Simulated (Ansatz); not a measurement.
`[NH2][GeH2][Cl]` → `[NH2][GeH][Cl]`• + H• at 298.15 K and 1 bar (homolysis of the Ge–H bond).

Program: Ansatz. Geometries: PBE0-D4/def2-TZVP. ΔE: electronic, gas phase. CBS: MP2 limit from def2 TZ/QZ plus the TZ coupled-cluster correction, frozen cores. This one scheme is used for every species, atoms too. Open shells (•) are unrestricted, without spin–orbit coupling. Bonds to Ge are less sure, by a few kJ/mol each and by 10 to 20 or more in all where they break to atoms, as the def2 sets lack core-valence functions. Scalar relativity is left out up to krypton. One conformer a species, not always the lowest.

| species | CCSD(T)/CBS energy (Eh) | H − E (kJ/mol) | S (J/(mol·K)) |
| --- | --- | --- | --- |
| `[NH2][GeH2][Cl]` | -2593.05183 | 129.8 | 306.8 |
| `[NH2][GeH][Cl]`• | -2592.40836 | 104.6 | 312.1 |
| H• | -0.50000 | 6.2 | 114.7 |

H − E and S are ideal-gas, rigid-rotor, harmonic terms from PBE0-D4/def2-TZVP, for one conformer and one mirror image of each species, with the whole ground term of open shells counted as degenerate. 1 Eh = 2625.50 kJ/mol, R = 8.31446 J/(mol·K).

Task: By hand: ΔE, ΔH, ΔS and ΔG.

Result: ΔE = (-2592.40836) + (-0.50000) − (-2593.05183) = 0.14347 Eh = 376.7 kJ/mol. Δ(H − E) = 104.6 + 6.2 − 129.8 = -19.0, so ΔH = 357.7 kJ/mol. ΔS = 312.1 + 114.7 − 306.8 = 120.0 J/(mol·K). ΔG = 357.7 − 298.15 × (120.0)/1000 = 321.9 kJ/mol.

Task: By hand: the equilibrium constant, and the temperature at which ΔG would vanish if ΔH and ΔS stayed fixed.

Result: log₁₀ K = −ΔG/(RT ln 10) = -56.4. ΔG = 0 at ΔH/ΔS = 2981 K, far beyond where these terms or the molecules hold.

The number of gas molecules changes by +1, which sets the sign of ΔS. A doubt of 5 kJ/mol in ΔE shifts log₁₀ K by 0.9 here. Other conformers and mirror images would add mixing entropy, several J/(mol·K) or more a flexible species. These are equilibria of isolated gas molecules and say nothing of rates. Largest T1 diagnostic: 0.014 (customary marks: 0.02 for closed shells, 0.045 for open ones).
